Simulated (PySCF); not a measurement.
C₃H₃ (SMILES C#C[CH2]), doublet, at a GFN2-xTB geometry, atoms displaced at random by about 0.05 Å a coordinate; B3LYP/3-21G run with PySCF.

PySCF was given this input:
```python
from pyscf import gto, scf, dft
from pyscf.geomopt import geometric_solver

mol = gto.M(
    atom='''
C     0.05147206    0.03020129    0.00438265
C    -0.08064309    0.19718514    1.32128961
C    -0.00820678   -0.11407616   -1.27524401
H     0.04460429    0.21481844    2.35519707
H     0.85486601   -0.25636043   -1.73345237
H    -0.97125554   -0.09470090   -1.78658624
''',
    basis='3-21g',
    spin=1,
    verbose=3,
)

def method(m):
    mf = dft.UKS(m)
    mf.xc = 'b3lyp'
    return mf

conv, mol_eq = geometric_solver.kernel(method(mol), maxsteps=100, coordsys='cart')
print('optimisation converged:', conv)
print(mol_eq.tostring(format='xyz'))
mf = method(mol_eq)
mf.kernel()
```

What the program printed (banner, timings and long lists left out):

```
Custom engine selected.
Bonds will be generated from interatomic distances less than 1.20 times sum of covalent radii
18 Cartesian coordinates being used
Internal coordinate system (atoms numbered from 1):
Cartesian-X 1
Cartesian-Y 1
Cartesian-Z 1
Cartesian-X 2
Cartesian-Y 2
Cartesian-Z 2
Cartesian-X 3
Cartesian-Y 3
Cartesian-Z 3
Cartesian-X 4
Cartesian-Y 4
Cartesian-Z 4
Cartesian-X 5
Cartesian-Y 5
Cartesian-Z 5
Cartesian-X 6
Cartesian-Y 6
Cartesian-Z 6
<class 'geometric.internal.CartesianX'> : 6
<class 'geometric.internal.CartesianY'> : 6
<class 'geometric.internal.CartesianZ'> : 6
> ===== Optimization Info: ====
> Job type: Energy minimization
> Maximum number of optimization cycles: 100
> Initial / maximum trust radius (Angstrom): 0.100 / 0.300
> Convergence Criteria:
> Will converge when all 5 criteria are reached:
>  |Delta-E| < 1.00e-06
>  RMS-Grad  < 3.00e-04
>  Max-Grad  < 4.50e-04
>  RMS-Disp  < 1.20e-03
>  Max-Disp  < 1.80e-03
> === End Optimization Info ===

Geometry optimization cycle 1
Cartesian coordinates (Angstrom)
 Atom        New coordinates             dX        dY        dZ
   C   0.051472   0.030201   0.004383    0.000000  0.000000  0.000000
   C  -0.080643   0.197185   1.321290    0.000000  0.000000  0.000000
   C  -0.008207  -0.114076  -1.275244    0.000000  0.000000  0.000000
   H   0.044604   0.214818   2.355197    0.000000  0.000000  0.000000
   H   0.854866  -0.256360  -1.733452    0.000000  0.000000  0.000000
   H  -0.971256  -0.094701  -1.786586    0.000000  0.000000  0.000000

WARN: Mole.unit (angstrom) is changed to Bohr

converged SCF energy = -115.337257935449  <S^2> = 0.78245044  2S+1 = 2.0321914
--------------- UKS_Scanner gradients ---------------
         x                y                z
0 C     0.0208907336    -0.0230156720    -0.1903591051
1 C    -0.0143442083     0.0146116806     0.1370137307
2 C     0.0726786438    -0.0057457417     0.0117628980
3 H    -0.0008553243    -0.0002881450    -0.0195145149
4 H    -0.0721529976     0.0135640208     0.0568388269
5 H    -0.0062207839     0.0008769713     0.0042583388
----------------------------------------------
cycle 1: E = -115.337257935  dE = -115.337  norm(grad) = 0.266286
Step    0 : Gradient = 1.087e-01/1.929e-01 (rms/max) Energy = -115.3372579354
[...]
Geometry optimization cycle 2
Cartesian coordinates (Angstrom)
 Atom        New coordinates             dX        dY        dZ
   C   0.032255   0.051373   0.179489   -0.019217  0.021171  0.175106
[...]
Step   11 : Displace = 1.500e-03/1.874e-03 (rms/max) Trust = 3.000e-01 (=) Grad = 6.176e-04/8.196e-04 (rms/max) E (change) = -115.3667776248 (-7.354e-06) Quality = 1.540
converged SCF energy = -115.366787842045  <S^2> = 0.7720802  2S+1 = 2.0219596
Step   12 : Displace = 2.619e-03/3.622e-03 (rms/max) Trust = 3.000e-01 (=) Grad = 7.787e-04/1.141e-03 (rms/max) E (change) = -115.3667878420 (-1.022e-05) Quality = 1.451
converged SCF energy = -115.366797186357  <S^2> = 0.77204227  2S+1 = 2.0219221
Step   13 : Displace = 3.140e-03/4.479e-03 (rms/max) Trust = 3.000e-01 (=) Grad = 8.707e-04/1.471e-03 (rms/max) E (change) = -115.3667971864 (-9.344e-06) Quality = 1.428
converged SCF energy = -115.366803852625  <S^2> = 0.77203861  2S+1 = 2.0219185
Step   14 : Displace = 2.827e-03/4.041e-03 (rms/max) Trust = 3.000e-01 (=) Grad = 6.018e-04/9.286e-04 (rms/max) E (change) = -115.3668038526 (-6.666e-06) Quality = 1.366
converged SCF energy = -115.366807691684  <S^2> = 0.77205107  2S+1 = 2.0219308
Step   15 : Displace = 1.796e-03/2.504e-03 (rms/max) Trust = 3.000e-01 (=) Grad = 4.004e-04/5.362e-04 (rms/max) E (change) = -115.3668076917 (-3.839e-06) Quality = 1.444
converged SCF energy = -115.366811196574  <S^2> = 0.77206686  2S+1 = 2.0219464
Step   16 : Displace = 1.785e-03/2.351e-03 (rms/max) Trust = 3.000e-01 (=) Grad = 4.682e-04/6.953e-04 (rms/max) E (change) = -115.3668111966 (-3.505e-06) Quality = 1.473
converged SCF energy = -115.366814498918  <S^2> = 0.77207705  2S+1 = 2.0219565
Step   17 : Displace = 2.052e-03/2.556e-03 (rms/max) Trust = 3.000e-01 (=) Grad = 4.934e-04/7.940e-04 (rms/max) E (change) = -115.3668144989 (-3.302e-06) Quality = 1.392
converged SCF energy = -115.366816212036  <S^2> = 0.772078  2S+1 = 2.0219575
[...]
1 C     0.0000590793    -0.0000382705     0.0001565859
2 C     0.0003683601     0.0000298422     0.0003113926
3 H     0.0000080160     0.0000014331    -0.0001474381
4 H    -0.0001392692    -0.0000030359     0.0000257735
5 H    -0.0000842110    -0.0000124155    -0.0000109254
----------------------------------------------
cycle 19: E = -115.366816212  dE = -1.71312e-06  norm(grad) = 0.000686124
Step   18 : Displace = 1.393e-03/1.722e-03 (rms/max) Trust = 3.000e-01 (=) Grad = 2.801e-04/4.833e-04 (rms/max) E (change) = -115.3668162120 (-1.713e-06) Quality = 1.279
Along Cartesian-Y 4 0.444
[...]
Geometry optimization cycle 20
Cartesian coordinates (Angstrom)
 Atom        New coordinates             dX        dY        dZ
   C  -0.015950   0.025467   0.097611    0.000534 -0.000287  0.000169
   C  -0.002798   0.150146   1.317186   -0.000380 -0.000035  0.000120
   C  -0.029535  -0.114413  -1.263356   -0.000217 -0.000156 -0.000139
   H   0.009273   0.259672   2.372981    0.000085  0.000209  0.000209
   H   0.890340  -0.256344  -1.819833   -0.000039  0.000141 -0.000156
   H  -0.960525  -0.087498  -1.818926    0.000015  0.000127 -0.000200
converged SCF energy = -115.366816591097  <S^2> = 0.77207329  2S+1 = 2.0219528
--------------- UKS_Scanner gradients ---------------
         x                y                z
0 C    -0.0000445159     0.0000230940    -0.0000733880
1 C    -0.0000169256    -0.0000389598     0.0000455924
2 C     0.0000776090     0.0000203334     0.0000836672
3 H     0.0000259000     0.0000135487    -0.0000544576
4 H    -0.0000638025    -0.0000033686     0.0000120157
5 H     0.0000222828    -0.0000144224    -0.0000146264
----------------------------------------------
cycle 20: E = -115.366816591  dE = -3.79061e-07  norm(grad) = 0.000184893
Step   19 : Displace = 3.749e-04/6.288e-04 (rms/max) Trust = 3.000e-01 (=) Grad = 7.548e-05/1.159e-04 (rms/max) E (change) = -115.3668165911 (-3.791e-07) Quality = 1.194
Along Cartesian-X 1 0.581
[...]
Converged! =D

optimisation converged: True
6
XYZ from PySCF
C          -0.01595034        0.02546667        0.09761091
C          -0.00279833        0.15014554        1.31718581
C          -0.02953452       -0.11441263       -1.26335617
H           0.00927253        0.25967213        2.37298081
H           0.89033963       -0.25634407       -1.81983304
H          -0.96052505       -0.08749786       -1.81892587

converged SCF energy = -115.366816591114  <S^2> = 0.7720714  2S+1 = 2.0219509
```
